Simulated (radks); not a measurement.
The potassium ion K+ inside a hard spherical wall (all orbitals vanish at R), configuration held at [Ar] and not refilled when levels cross. Calculated with a radial shooting solver on a logarithmic mesh with Libxc functionals: scalar-relativistic Kohn-Sham, PBE, spin-polarised, spherical densities, point nucleus. Eigenvalues in eV for spin up, with the zero of energy where the potential of the charges vanishes at infinity; a dash marks a level that is unbound or too diffuse for the functional's potential to be trusted. A positive occupied level is held by the wall or, in an anion where self-interaction has pushed it up, behind a barrier. The pressure on the wall is -dE/dV.

| R (bohr) | E (hartree) | kinetic (hartree) | e(2s) | e(2p) | e(3s) | e(3p) | e(4s, empty) | e(3d, empty) | pressure (GPa) |
|---|---|---|---|---|---|---|---|---|---|
| free | -601.92825 | 605.546 | -359.57 | -286.28 | -41.452 | -24.884 | - | - | 0 |
| 20 | -601.92825 | 605.546 | -359.57 | -286.28 | -41.452 | -24.884 | - | - | < 0.0001 |
| 12 | -601.92825 | 605.546 | -359.57 | -286.28 | -41.452 | -24.884 | - | - | < 0.0001 |
| 10 | -601.92825 | 605.546 | -359.57 | -286.28 | -41.452 | -24.884 | -6.186 | -3.783 | < 0.0001 |
| 8 | -601.92825 | 605.546 | -359.57 | -286.28 | -41.452 | -24.884 | -6.013 | -3.693 | 0.000161 |
| 7 | -601.92823 | 605.546 | -359.57 | -286.28 | -41.451 | -24.883 | -5.688 | -3.563 | 0.00260 |
| 6 | -601.92799 | 605.550 | -359.55 | -286.27 | -41.439 | -24.871 | -4.839 | -3.280 | 0.0422 |
| 4 | -601.89484 | 605.828 | -358.50 | -285.20 | -40.707 | -24.081 | 4.345 | -0.747 | 11.6 |
| 3 | -601.56463 | 607.799 | -352.89 | -279.50 | -36.881 | -19.755 | 28.336 | 6.030 | 228 |
| 1.5 | -585.13155 | 660.867 | -276.49 | -200.32 | 49.362 | 72.175 | 351.27 | 96.499 | 50000 |
